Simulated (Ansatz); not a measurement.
Consider the ligand exchange at the Si–N bond: `[SiH3][SiH2][NH][GeH3]` + `[SH][GeH3]` → `[SiH3][SiH2][S][GeH3]` + `[NH2][GeH3]`.

Computed with Ansatz on PBE0-D4/def2-TZVP structures; ΔE is electronic, products minus reactants. CBS: MP2 limit from def2 TZ/QZ plus the TZ coupled-cluster correction, frozen cores. Functionals use def2-TZVPP. For Ge outer-core shells are correlated without core-valence functions, which leaves a few kJ/mol of doubt a bond. Scalar relativity is left out up to krypton. Each species was taken in one conformer, which may not be the lowest.

`[SiH3][SiH2][NH][GeH3]`:

Z-matrix (Å, degrees):
```
Si
Si 1 2.343
H 1 1.488 2 111.1
H 1 1.489 2 111.0 3 -121.1
H 1 1.491 2 109.7 3 119.4
N 2 1.723 1 110.1 3 -65.7
H 2 1.489 1 110.6 3 52.5
H 2 1.496 1 108.2 3 168.9
Ge 6 1.841 2 126.9 1 150.4
H 6 1.009 2 116.9 1 -46.4
H 9 1.538 6 108.1 2 -152.1
H 9 1.534 6 106.6 2 -32.2
H 9 1.543 6 111.8 2 87.8
```

`[SH][GeH3]`:

Z-matrix (Å, degrees):
```
Ge
S 1 2.224
H 1 1.536 2 110.4
H 1 1.533 2 104.8 3 119.2
H 1 1.536 2 110.4 3 -121.7
H 2 1.343 1 94.6 3 60.6
```

`[SiH3][SiH2][S][GeH3]`:

Z-matrix (Å, degrees):
```
Si
Si 1 2.341
H 1 1.489 2 110.5
H 1 1.487 2 109.5 3 120.2
H 1 1.487 2 110.3 3 -120.0
S 2 2.141 1 111.8 3 -179.4
H 2 1.490 1 110.4 3 57.7
H 2 1.487 1 110.1 3 -62.3
Ge 6 2.226 2 99.3 1 -75.3
H 9 1.533 6 105.3 2 -176.8
H 9 1.536 6 110.3 2 63.7
H 9 1.536 6 109.4 2 -57.3
```

`[NH2][GeH3]`:

Z-matrix (Å, degrees):
```
Ge
N 1 1.843
H 1 1.536 2 106.9
H 1 1.548 2 114.5 3 -120.5
H 1 1.536 2 106.8 3 119.0
H 2 1.011 1 113.7 3 59.1
H 2 1.011 1 113.6 3 -176.9
```

```csv
level,ΔE (kcal/mol)
r2SCAN,-3.7
HF/CBS(def2),0.7
```

(1) What does CCSD(T)/CBS give? (Best estimate.)

Largest T1 diagnostic among the species: 0.012.

## Answers

(1) Ansatz gave: -3.2 kcal/mol. The listed levels differ from it by -0.5, 3.9 kcal/mol.

The D4 term adds −1.1 kcal/mol with B3LYP and −0.6 kcal/mol with PBE0; it sums over pairs of atoms, weighted by their polarisabilities, and B3LYP, whose exchange is more repulsive, gets the larger term. In def2-TZVPP, CCSD(T) changes the Hartree–Fock value by −2.5 kcal/mol (the triples alone add −0.7 kcal/mol) and MP2 by −3.5 kcal/mol.

B3LYP here is the variant with VWN-RPA as its local correlation; programs differ in this.
